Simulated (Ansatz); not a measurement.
`[F][Nb](=[S])([Cl])[Cl]` + H₂O → `[OH][Nb](=[S])([Cl])[Cl]` + H–F at 298.15 K and 1 bar (formal hydrolysis of the Nb–F bond).

Gas-phase electronic energies from Ansatz, PBE0-D4/def2-TZVP geometries. CBS: MP2 limit from def2 TZ/QZ plus the TZ coupled-cluster correction, frozen cores. This one scheme is used for every species. Elements past krypton have def2 core potentials. For Nb outer-core shells are correlated without core-valence functions, which leaves a few kJ/mol of doubt a bond. One conformer a species, not always the lowest.

| species | CCSD(T)/CBS energy (Eh) | H − E (kJ/mol) | S (J/(mol·K)) |
| --- | --- | --- | --- |
| `[F][Nb](=[S])([Cl])[Cl]` | -1474.27673 | 38.1 | 364.7 |
| H₂O | -76.37941 | 66.4 | 188.7 |
| `[OH][Nb](=[S])([Cl])[Cl]` | -1450.25463 | 68.5 | 370.8 |
| H–F | -100.39570 | 33.5 | 173.6 |

H − E and S are ideal-gas, rigid-rotor, harmonic terms from PBE0-D4/def2-TZVP, for one conformer and one mirror image of each species. 1 Eh = 2625.50 kJ/mol, R = 8.31446 J/(mol·K).

By hand: ΔE, ΔH, ΔS and ΔG.

ΔE = (-1450.25463) + (-100.39570) − (-1474.27673) − (-76.37941) = 0.00581 Eh = 15.3 kJ/mol. Δ(H − E) = 68.5 + 33.5 − 38.1 − 66.4 = -2.5, so ΔH = 12.8 kJ/mol. ΔS = 370.8 + 173.6 − 364.7 − 188.7 = -9.0 J/(mol·K). ΔG = 12.8 − 298.15 × (-9.0)/1000 = 15.5 kJ/mol.

By hand: the equilibrium constant, and the temperature at which ΔG would vanish if ΔH and ΔS stayed fixed.

log₁₀ K = −ΔG/(RT ln 10) = -2.7. ΔH and −TΔS have one sign here, so there is no such temperature.

The number of gas molecules stays the same, so ΔS is small and ΔH decides. A doubt of 5 kJ/mol in ΔE shifts log₁₀ K by 0.9 here. Other conformers and mirror images would add mixing entropy, several J/(mol·K) or more a flexible species. These are equilibria of isolated gas molecules and say nothing of rates. Largest T1 diagnostic: 0.022 (customary marks: 0.02 for closed shells, 0.045 for open ones).

ΔS is within the doubt of such terms, so its sign, and with it that verdict, could turn.
